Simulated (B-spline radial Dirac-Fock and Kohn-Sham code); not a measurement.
# K-line shifts caused by a second vacancy in Sn⁷⁺

System: Sn⁷⁺ in the configuration [Kr] 4d7.

Method: multi-electron Dirac-Fock with separately optimised hole states, Breit and Lamb-shift corrections added in first order. Computed with a B-spline atomic structure program. Each two-hole energy is an average over J within one jj subconfiguration, not an observable level; in light atoms, where LS coupling holds, the j-resolved values are not observed lines, and for a K spectator the Kα1 hypersatellite is nearly forbidden. No correlation.

Lines without a spectator: Kα2 (K-L2) 25041.9 eV, Kα1 (K-L3) 25269.4 eV, Kβ3 (K-M2) 28441.8 eV, Kβ1 (K-M3) 28484.4 eV. Shifts in eV with one spectator hole (a dash: not computed, or left out as unreliable):

| spectator hole | Kα2 | Kα1 | Kβ3 | Kβ1 |
| --- | --- | --- | --- | --- |
| L2 (2p1/2) | +63.8 | +80.6 | – | +170.6 |
| L3 (2p3/2) | +62.2 | +62.4 | +150.7 | – |
| M2 (3p1/2) | – | +9.46 | +21.55 | +26.04 |
| M3 (3p3/2) | +6.96 | – | +22.11 | +21.59 |
| M5 (3d5/2) | -1.79 | +0.18 | – | – |

Problem. Where does the K-L3 hypersatellite lie, emitted when both K electrons are missing?

Solution. +595.1 eV from the normal line, at 25864.5 eV. Removing both K electrons costs 59465.7 eV, which is 811.4 eV more than twice the K binding energy.

With n spectator holes in 2p, averaged over the 2p shell (energies in eV):

| n | KαLⁿ | step | hypersatellite KαʰLⁿ |
| --- | --- | --- | --- |
| 0 | 25193.5 | – | 25782.5 |
| 1 | 25260.8 | +67.3 | 25851.3 |
| 2 | 25329.4 | +68.6 | 25921.4 |
| 3 | 25399.3 | +69.9 | 25992.8 |
| 4 | 25470.5 | +71.2 | 26065.5 |
| 5 | 25543.1 | +72.5 | 26139.5 |

Run: 75 s of CPU time on 1 thread of AMD EPYC 7571 (shared host), peak memory 0.41 GiB.
